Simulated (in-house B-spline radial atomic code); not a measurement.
Rb⁸⁺. Computed with a B-spline radial atomic code. Model: all-electron spherical atom, spin shells full or empty, radial basis limit, no spin-orbit coupling: exact exchange with a local potential (Slater, KLI or optimised effective potential, whose far tail is KLI's), no correlation.

Empty minority-spin level lies below the highest occupied level: each spin potential is zero at infinity, spin occupations fixed.

Exchange potential has not reached -1/r at the last radius.

The run also made RPA and GW results, which its time includes.

The Slater potential averages the orbital exchange potentials with the orbital densities as weights, KLI adds orbital constants, and the optimised effective potential minimises the exact-exchange energy among local potentials. So their energies lie above Hartree-Fock in the order OEP, KLI, Slater. All fall off as −1/r, unlike LDA and GGA exchange.

Command:
```bash
python run_gw.py task.json out
```
Settings (nuclear radius in fm, other lengths in bohr, energies in hartree):
```
Z                      37
electrons              29
configuration          [Ar] 3d10 4s1
hamiltonian            x2c
method                 oep
lmax                   9
rms_radius             4.2036
spin_polarised         True
box_radius             7.7
intervals              97
ion_configuration      [Ar] 3d10
```

Cost of the run: 20 s on 1 thread of Arm Neoverse N1 (shared host).

Given: hamiltonian one-electron scalar X2C; mean-field start exchange-only OEP.

Computed: energy above Hartree-Fock 8.246 millihartree.

```
radius (bohr)  r times exchange potential up (hartree bohr)  r times exchange potential down (hartree bohr)
      0.00135                                     -0.043371                                        -0.04407
      0.00166                                     -0.053259                                       -0.054119
      0.00204                                     -0.065324                                       -0.066381
      0.00251                                     -0.080131                                       -0.081432
      0.00308                                     -0.097907                                       -0.099505
      0.00378                                      -0.11942                                        -0.12138
      0.00464                                       -0.1453                                        -0.14772
      0.00571                                      -0.17659                                        -0.17956
      0.00701                                      -0.21306                                        -0.21673
      0.00861                                      -0.25548                                           -0.26
       0.0106                                      -0.30421                                         -0.3098
        0.013                                      -0.35683                                        -0.36372
        0.016                                      -0.41313                                        -0.42166
       0.0196                                      -0.46717                                         -0.4777
       0.0241                                      -0.51511                                        -0.52816
       0.0296                                      -0.54664                                        -0.56279
       0.0364                                      -0.55031                                        -0.57031
       0.0447                                      -0.52004                                        -0.54477
       0.0549                                      -0.48734                                        -0.51761
       0.0674                                      -0.53438                                        -0.57071
       0.0828                                      -0.67397                                        -0.71793
        0.102                                      -0.82211                                         -0.8765
        0.125                                      -0.92368                                        -0.99093
        0.153                                      -0.96052                                         -1.0435
        0.189                                             ?                                               ?
        0.232                                      -0.78702                                         -0.9117
        0.285                                       -0.9083                                          -1.055
         0.35                                       -1.1699                                         -1.3525
        0.429                                       -1.3411                                         -1.5684
        0.528                                             ?                                               ?
        0.648                                       -1.3104                                         -1.6559
        0.796                                       -1.0818                                         -1.5306
        0.978                                      -0.85015                                         -1.3659
          1.2                                      -0.89172                                         -1.2269
         1.48                                      -0.99495                                         -1.1372
         1.81                                       -1.0192                                         -1.0787
         2.23                                       -1.0147                                          -1.032
```

Problem. What belongs in the row 0.189?

Solution. r times exchange potential up (hartree bohr): -0.89708; r times exchange potential down (hartree bohr): -1.0002.

Problem. What belongs in the row 0.528?

Solution. r times exchange potential up (hartree bohr): -1.3966; r times exchange potential down (hartree bohr): -1.6765.

```json
{"occupied": "1s up", "level (hartree)": "-557.12", "Hartree-Fock level (hartree)": "-566.85"}
{"occupied": "1s down", "level (hartree)": "?", "Hartree-Fock level (hartree)": "?"}
{"occupied": "2s up", "level (hartree)": "-78.927", "Hartree-Fock level (hartree)": "-82.409"}
{"occupied": "2s down", "level (hartree)": "-79.464", "Hartree-Fock level (hartree)": "-82.384"}
{"occupied": "2p up", "level (hartree)": "-70.536", "Hartree-Fock level (hartree)": "-73.429"}
{"occupied": "2p down", "level (hartree)": "-71.073", "Hartree-Fock level (hartree)": "-73.42"}
{"occupied": "3s up", "level (hartree)": "?", "Hartree-Fock level (hartree)": "?"}
{"occupied": "3s down", "level (hartree)": "-16.64", "Hartree-Fock level (hartree)": "-17.317"}
{"occupied": "3p up", "level (hartree)": "-13.397", "Hartree-Fock level (hartree)": "-14.371"}
{"occupied": "3p down", "level (hartree)": "-13.926", "Hartree-Fock level (hartree)": "-14.349"}
{"occupied": "3d up", "level (hartree)": "-8.9107", "Hartree-Fock level (hartree)": "-9.4495"}
{"occupied": "3d down", "level (hartree)": "-9.4361", "Hartree-Fock level (hartree)": "-9.4357"}
{"occupied": "4s up", "level (hartree)": "-5.4991", "Hartree-Fock level (hartree)": "-5.4984"}
```

Problem. What belongs in the row 1s down?

Solution. level (hartree): -557.66; Hartree-Fock level (hartree): -566.83.

Problem. What belongs in the row 3s up?

Solution. level (hartree): -16.11; Hartree-Fock level (hartree): -17.37.

```
  empty  level (hartree)
4s down           -5.784
4p down           -4.992
  4p up                ?
4d down           -3.779
  4d up          -3.6071
5s down          -2.9878
  5s up          -2.9093
4f down                ?
5p down          -2.6749
  5p up          -2.6016
  4f up          -2.6014
```

Problem. What belongs in the row 4p up?

Solution. level (hartree): -4.7495.

Problem. What belongs in the row 4f down?

Solution. level (hartree): -2.7233.

The highest level, 4s up, differs from Hartree-Fock by -0.02 eV and the deepest, 1s down, by +249 eV: a local potential can match the highest level but can't give each shell its own exchange.
